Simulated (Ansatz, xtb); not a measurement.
# Two isomers of C4H5N3O

Structure a is `Nc1cn[nH]c1C=O`, a singlet and structure b is `Nc1c[nH]nc1C=O`, a singlet. Both are isolated molecules in the gas phase, relaxed with B3LYP/def2-SVP; the shapes shown needn't be the lowest conformers.

a (Å):

```tsv
atom	x (Å)	y (Å)	z (Å)
C	-0.7768	-0.1586	0.2046
C	-0.5048	0.4537	1.4590
C	0.3787	0.0960	-0.5619
C	0.6626	-0.3422	-1.9023
N	-1.8884	-0.8153	-0.2300
N	0.6982	1.0337	1.4630
N	1.2156	0.8214	0.2670
O	-0.1177	-1.0058	-2.5736
H	-1.8021	-1.2901	-1.1239
H	-2.5375	-1.1907	0.4479
H	-1.1368	0.4934	2.3454
H	2.1345	1.1851	0.0444
H	1.6621	-0.0470	-2.3155
```

b (Å):

```xyz
13

C    -0.4644   -0.3808   -0.6757
C     0.4272   -0.0583   -1.6936
C     0.1533    0.1581    0.5030
C    -0.3916    0.1367    1.8504
N    -1.6397   -1.0900   -0.7053
N     1.4633    0.6110   -1.0840
N     1.3277    0.7514    0.2168
O    -1.4710   -0.3582    2.1349
H    -2.1704   -1.0952   -1.5670
H    -2.1812   -1.0308    0.1529
H     0.4136   -0.2498   -2.7634
H     2.2867    0.9866   -1.5410
H     0.2503    0.6227    2.6255
```

Quicker runs give these differences E(b) − E(a): GFN2-xTB +1.81 kcal/mol; HF/STO-3G −0.60 kcal/mol (at GFN2-xTB geometries); r2SCAN-D4/def2-SVP +0.67 kcal/mol (at GFN2-xTB geometries).

Estimate which is lower in electronic energy at CCSD(T)/def2-SVP + ΔMP2/def2-TZVPP, and by roughly how much.

CCSD(T)/def2-SVP + ΔMP2/def2-TZVPP gives E(b) − E(a) = −1.07 kcal/mol, slightly favouring structure b, which is too small a margin to settle the true order.

The same difference at several levels:

```
                             level        geometry  E(b) − E(a) (kcal/mol)  departure from the last row (kcal/mol)  job, with rough time for the two
                          GFN2-xTB        GFN2-xTB                     +1.81                                   +2.89              optimisation, 0.18 s
                         HF/STO-3G        GFN2-xTB                     −0.60                                   +0.47              single point, 0.68 s
                r2SCAN-D4/def2-SVP        GFN2-xTB                     +0.67                                   +1.75               single point, 8.4 s
                    B3LYP/def2-SVP  B3LYP/def2-SVP                     +0.32                                   +1.40                optimisation, 64 s
                       HF/def2-SVP  B3LYP/def2-SVP                     −1.57                                   −0.50           part of the CCSD(T) run
                      MP2/def2-SVP  B3LYP/def2-SVP                     −1.31                                   −0.24           part of the CCSD(T) run
                  CCSD(T)/def2-SVP  B3LYP/def2-SVP                     −1.20                                   −0.12                      single point
CCSD(T)/def2-SVP + ΔMP2/def2-TZVPP  B3LYP/def2-SVP                     −1.07                                                     single point, 3.2 min
```

As drawn, both hold the same kinds of bond in the same numbers.

GFN2-xTB, r2SCAN-D4/def2-SVP put the two in the other order. B3LYP/def2-SVP finds them nearly level. The largest departure from CCSD(T)/def2-SVP + ΔMP2/def2-TZVPP is that of GFN2-xTB, 2.89 kcal/mol. The last row adds to CCSD(T) the change of the MP2 difference between the two basis sets, here +0.12 kcal/mol.

With thermal terms from frequencies at re-optimised GFN2-xTB minima (ideal gas, soft modes damped towards free rotors, one conformer each, 298.15 K, 1 atm): on the last row, ΔE + ΔZPE = −0.88, ΔH = −0.97, ΔG = −0.78 kcal/mol.

The correlated steps freeze 8 core orbitals. Run with Ansatz 0.2.0, xtb 6.7.1; the last row on 2 threads of Arm Neoverse V1 on a shared host.
